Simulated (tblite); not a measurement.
Input of a run (GFN2-xTB geometry optimisation, gas phase (tblite 0.8.0)), started from a force field or distance geometry:
```
{"job": {"kind": "relax", "xc": "GFN2-xTB", "basis": "xTB"}, "charge": 0, "multiplicity": 2}
C      1.715600    -0.093100     0.066400
C      0.294100     0.269000    -0.302200
C     -0.152900     0.060000    -1.652400
C     -1.087400    -0.827300    -1.342000
C     -0.734500    -0.743100     0.092000
C     -1.319800     0.324200     0.883300
C     -0.398600     1.232200     0.552100
Cl    -0.146200     2.915500     0.989700
H      2.320100     0.826700    -0.044400
H      2.140500    -0.851900    -0.618200
H      1.720900    -0.469600     1.109500
H     -1.803400    -1.398100    -1.900900
H     -0.361800    -1.633700     0.610000
H     -2.187300     0.388800     1.534900
```

Output (eV, eV/Å):
```
step      E/eV     max force
  0    -608.86609    4.241
  1    -609.18321    1.219
  2    -609.23712    0.752
  3    -609.26931    0.700
  4    -609.30003    0.507
  5    -609.33098    0.344
  6    -609.34446    0.315
  7    -609.35641    0.257
  8    -609.36348    0.271
  9    -609.36966    0.226
 10    -609.37750    0.240
 11    -609.38611    0.286
 12    -609.39345    0.284
 13    -609.40005    0.233
 14    -609.40689    0.185
 15    -609.41316    0.213
 16    -609.41786    0.152
 17    -609.42066    0.119
 18    -609.42218    0.090
 19    -609.42318    0.077
 20    -609.42399    0.071
 21    -609.42471    0.066
 22    -609.42537    0.085
 23    -609.42587    0.060
 24    -609.42614    0.040
 25    -609.42629    0.036
 26    -609.42643    0.043
 27    -609.42664    0.054
 28    -609.42694    0.050
 29    -609.42730    0.051
 30    -609.42764    0.042
 31    -609.42789    0.036
 32    -609.42809    0.037
 33    -609.42827    0.029
 34    -609.42844    0.036
 35    -609.42858    0.033
 36    -609.42868    0.023
 37    -609.42876    0.024
 38    -609.42884    0.023
 39    -609.42893    0.024
 40    -609.42904    0.030
 41    -609.42919    0.031
 42    -609.42933    0.038
 43    -609.42946    0.037
 44    -609.42960    0.033
 45    -609.42977    0.037
 46    -609.42996    0.042
 47    -609.43014    0.035
 48    -609.43027    0.026
 49    -609.43038    0.025
 50    -609.43048    0.035
 51    -609.43058    0.033
 52    -609.43070    0.031
 53    -609.43081    0.027
 54    -609.43091    0.023
 55    -609.43099    0.024
 56    -609.43105    0.020
 57    -609.43111    0.017
 58    -609.43118    0.018
 59    -609.43123    0.021
 60    -609.43126    0.015
 61    -609.43127    0.011
 62    -609.43129    0.011
 63    -609.43130    0.009
```

**Question.** Summarise the run.

**Answer.** The energy falls by 0.565 eV over 63 L-BFGS steps, the largest force on an atom goes from 4.24 to 0.009 eV/Å, and the atoms move by 0.179 Å rms after alignment. The bond that changes most is C2–C5 (ends: carbon bonded to 4 C; carbon bonded to 3 C and H), which lengthens by 0.084 Å. Bonds longer at the end by more than 0.005 Å: 5 of 15; shorter: 8. Among the angles that change most is C1–C2–C5, from 114.8° to 125.6°. Among the dihedrals that turn most is H10–C1–C2–C3, from -23° to -41°. The energy never rose by more than 1e-5 eV on the way. The first step brought 56 % of the lowering.

**Question.** What are the final bond lengths?

**Answer.** C1–C2 1.501 Å, C2–C3 1.513 Å, C3=C4 1.320 Å, C4–C5 1.522 Å, C5–C6 1.510 Å, C6=C7 1.335 Å, C7–Cl8 1.698 Å, C2–C5 1.580 Å, C2–C7 1.510 Å, C1–H9 1.088 Å, C1–H10 1.087 Å, C1–H11 1.088 Å, C4–H12 1.069 Å, C5–H13 1.083 Å, C6–H14 1.072 Å. Numbering counts from 1 in the input's order; the species is `C[C@@]12[C]=C[C@@H]1C=C2Cl` [radical].

On an Arm Neoverse V1 with one thread (shared host), this took 0.41 s of wall time.

Its GFN2-xTB frequencies are all real (lowest 131 cm⁻¹).

All values are computed, not measured.
